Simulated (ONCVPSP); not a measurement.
An all-electron radial function and its pseudo partner (palladium (Pd))

Columns: radius, all-electron u(r) and pseudo u(r) of the 4p shell (level -69.19 eV) of palladium in the configuration [Ar] 3d10 4s2 4p6 4d8.5; LDA (Perdew-Wang 92), scalar-relativistic, ONCV scheme, ONCVPSP 4.0.1.

```csv
r (bohr),all-electron,pseudo
0.103,0.2893,0.0325
0.205,-0.4243,0.1271
0.308,-0.5824,0.2764
0.410,-0.2285,0.4565
0.513,0.2661,0.6429
0.615,0.6806,0.8091
0.718,0.9552,0.9474
0.820,1.0899,1.0473
0.923,1.1200,1.0959
1.025,1.0796,1.0762
1.128,0.9973,0.9972
1.230,0.8959,0.8957
1.332,0.7884,0.7883
1.435,0.6824,0.6823
1.538,0.5837,0.5836
1.640,0.4956,0.4956
1.743,0.4172,0.4171
1.845,0.3497,0.3497
1.948,0.2913,0.2913
2.050,0.2421,0.2421
2.153,0.2002,0.2002
2.255,0.1654,0.1654
2.358,0.1360,0.1360
2.460,0.1118,0.1118
2.562,0.0918,0.0918
2.665,0.0750,0.0750
```

How many radial nodes do the two functions have?

The all-electron 4p function has n − l − 1 = 2; the pseudo-wave has 0, since the states of the same l below it are removed with the core.

At about which radius was the pseudo-wave matched?

1.10 bohr, where the columns begin to agree (steps of 0.10 bohr).

Is the pseudo-wave norm-conserving?

Yes: the ONCV scheme keeps the norm inside the radius equal to the all-electron one, which fixes the energy derivative of the logarithmic derivative at the level.
